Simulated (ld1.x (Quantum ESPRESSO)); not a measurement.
Results of a calculation; reference values are marked as such.
# Potentials for gallium (Ga) compared

Generated with ld1.x 7.5 (TM, RRKJ, ultrasoft, PAW), atompaw 4.2 or ONCVPSP 4.0.1. The cutoff is in Ry: for ld1.x and atompaw files where the sum of valence levels is converged to 10 mRy in a Bessel basis, for ONCV files where the hardest occupied wave has 1 mHa per electron of residual kinetic energy. The error is the largest all-electron minus pseudo excitation energy over each file’s own four to seven test configurations (ionisations up to +4, promotions, holes and added fractions of an electron), all of which were solved. The labels leave out finer settings (local radius, basis sizes, second energies), which also bear on the numbers. Spin-polarised tests are not counted. The rows are a selection from randomly drawn settings: files with unsolved tests, undetermined cutoffs or missed reference levels are left out.

A true bound ghost makes a file unfit for plane-wave use even where its test errors are small: the radial tests pick states by their node count and pass the ghost by.

```csv
potential,cutoff (Ry),largest error (meV),bound ghosts
"TM, PBEsol, scalar-relativistic, rc 1.55/1.60/1.45 (spd), local smoothed, core correction yes, reference 3d10 4s2 4p0",140,-228,none
"RRKJ, PBE, scalar-relativistic, rc 1.40/2.55 (sp), local s, core correction yes, reference 4s2 4p0",35,-105,none
"PAW, LDA (PZ), scalar-relativistic, rc 1.60/2.70/1.40 (spd), local smoothed, core correction yes, reference 3d10 4s2 4p0.75",60,-390,none
"TM, PBE, scalar-relativistic, rc 1.85/1.85 (sp), local smoothed, core correction yes, reference 4s1 4p0",12,-128,none
"TM semilocal, PBE, scalar-relativistic, rc 1.90/2.30 (sp), local p, core correction yes, reference 4s2 4p1",15,-179,none
"TM, PBE, scalar-relativistic, rc 1.35/1.85/1.85 (spd), local p, core correction yes, reference 4s2 4p1",40,-200,"s, d"
"RRKJ, BLYP, fully relativistic, rc 1.90/1.80/1.85 (spd), local s, core correction no, reference 4s2 4p0",18,+188,"d3/2, d5/2"
```

**Question.** Fill in the row for Ga: TM, PBE, scalar-relativistic, rc 1.60/2.25 (sp), local s, core correction yes, reference 4s1.5 4p1.5.

**Answer.** cutoff 15 Ry, largest error -127 meV, bound ghosts: none.

**Question.** Fill in the row for Ga: TM, PBE, scalar-relativistic, rc 1.40/1.55/1.55 (spd), local p, core correction no, reference 4s2 4p0.

**Answer.** cutoff 35 Ry, largest error +191 meV, bound ghosts: d.
